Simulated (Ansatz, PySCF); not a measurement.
Dimer: HCl (SMILES Cl) (first 2 atoms) with Br2 (SMILES BrBr); geometry from B3LYP-D3(BJ)/def2-TZVP.
(charge 0, multiplicity 1):
```xyz
4

Cl    -0.08714    -0.25781     0.07877
H      0.95876     0.48574     0.07410
Br     0.00219     0.14324     5.62324
Br    -0.11015    -0.07751     3.30950
```

Basis-set superposition error: the interaction energy with monomers in their own basis, and in the dimer's basis (counterpoise).

Codes used: Ansatz (a program for electronic structure); PySCF for M06-2X. Each number belongs to the level named beside it.

```tsv
level	uncorrected (kJ/mol)	counterpoise (kJ/mol)	difference
SVWN5/def2-TZVPPD	-20.9	-20.0	0.8
revPBE/def2-TZVPPD	-2.6	-1.8	0.8
r2SCAN/def2-TZVPPD	-10.5	-9.8	0.8
PBE0/def2-TZVPPD	-6.9	-6.2	0.8
M06-2X/def2-TZVPPD	-8.5	-7.8	0.8
wB97M-V/def2-TZVPPD	-7.9	-7.3	0.6
B2PLYP/def2-TZVPPD	-5.6	-4.5	1.1
MP2/def2-QZVPPD	-9.2	-8.6	0.6
SCS-MP2/def2-TZVPPD	-6.1	-3.9	2.2
CCSD(T)/def2-SVPD	-10.2	-3.7	6.6
```

The error is largest for CCSD(T)/def2-SVPD (6.6 kJ/mol) and smallest for wB97M-V/def2-TZVPPD (0.6 kJ/mol).
